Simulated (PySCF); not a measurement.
Correlation energy of Hf (hafnium, neutral)

[Xe] 4f14 5d3 6s1, high-spin 5F determinant (an excited configuration). Calculation: PySCF 2.14, in ANO-RCC-VTZP (8s7p5d3f2g1h, 104 functions); the spin-free X2C one-electron Hamiltonian (Gaussian nucleus). Frozen: [Xe] 4f14; 4 electrons correlated.

```json
{"level": "CCSD", "correlation energy (mhartree)": "-30.57"}
{"level": "(T)", "correlation energy (mhartree)": "-0.50"}
{"level": "CCSD(T)", "correlation energy (mhartree)": "-31.07"}
```

Diagnostics: T1 = 0.0042, D1 = 0.0090, largest double amplitude 0.073.

Spin-orbit coupling, absent here, splits the open shell strongly.

Cost of the coupled-cluster step: of the order of 14 core-seconds, for 4 correlated electrons.
